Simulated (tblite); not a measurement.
C₇H₁₀OP₂.
Z-matrix (Å and degrees, GFN2-xTB geometry), rows numbered from 1:
```
C 
C   1  1.5290
C   2  1.5067  1  110.40
C   3  1.3869  2  118.00  1   -82.29
C   4  1.3764  3  127.34  2   177.68
P   5  1.7330  4  129.50  3    -0.07
C   6  1.7461  5  101.68  4    -0.02
O   7  1.3622  6  120.39  5   179.70
C   8  1.4022  7  117.54  6    -0.60
P   3  1.7411  2  115.10  1    95.54
H   1  1.0882  2  109.90  3   -59.57
H   1  1.0874  2  110.49  3  -179.55
H   1  1.0879  2  110.64  3    60.04
H   2  1.0926  1  109.47  3  -121.24
H   2  1.0924  1  108.89  3   120.52
H   4  1.0854  3  116.20  2    -2.65
H   5  1.0843  4  117.36  3   179.79
H   9  1.0963  8  110.92  7    61.12
H   9  1.0885  8  106.50  7  -179.24
H   9  1.0964  8  110.89  7   -59.61
```

Calculated harmonic vibrations of the isolated species, GFN2-xTB (tblite), most abundant isotopes, no scaling. This tight-binding method is rough: wavenumbers can miss measured ones by several per cent, in bad cases by 10 to 20. One conformer, not necessarily the lowest.

Harmonic wavenumbers (cm⁻¹): 44.9, 71.5, 103.9, 137.6, 183.4, 201.3, 214.2, 227.7, 308.3, 315.1, 334.3, 388.8, 447.6, 450.8, 539.3, 593.2, 664.0, 719.9, 773.9, 806.3, 837.9, 899.1, 977.7, 1000.3, 1029.3, 1057.9, 1075.3, 1117.9, 1142.9, 1161.6, 1184.6, 1208.3, 1234.9, 1310.0, 1319.9, 1397.4, 1406.8, 1415.4, 1450.7, 1463.1, 1480.2, 1483.4, 1495.6, 1502.3, 2909.7, 2928.9, 2961.5, 2972.7, 3010.3, 3028.2, 3028.8, 3030.9, 3033.2, 3036.2.

A = 1918, B = 662.5, C = 518.8 MHz; mass 172.021 u (most abundant isotopes); point group C1, symmetry number 1.

Task: Zero-point energy?

Result: Half the sum of the wavenumbers: 33559 cm⁻¹ = 95.95 kcal/mol.

Task: Give the ideal-gas entropy at 298.15 K and 1 bar in the rigid-rotor, harmonic-oscillator model (classical rotation).

Result: Translation 41.36, rotation 30.57, vibration 33.52: S = 105.4 cal/(mol K).

Task: And Cp and H(298.15 K) − H(0)?

Result: Cp = 42.70 cal/(mol K), of which vibrations give 34.75 (their classical limit is 54 R = 107.3); H(298.15 K) − H(0) = 7.71 kcal/mol without the zero-point energy, 5.34 from vibrations.

Task: Which modes carry the vibrational entropy at 298.15 K?

Result: 44.9 cm⁻¹: 5.03; 71.5 cm⁻¹: 4.11; 103.9 cm⁻¹: 3.38; 137.6 cm⁻¹: 2.84; 183.4 cm⁻¹: 2.29; 201.3 cm⁻¹: 2.12 cal/(mol K); the other 48 give 13.75 together.

Task: What must be added to the electronic energy to get the Gibbs energy at 298.15 K and 1 bar?

Result: ZPE + [H(298.15 K) − H(0)] − T·S = 95.95 + 7.71 − 31.44 = 72.22 kcal/mol.

Hindered rotation and anharmonicity are outside this model. Other conformers, if any are populated, would add a mixing term that is left out. The structure is chiral; the term R ln 2 for an equal mix with its mirror image is left out.
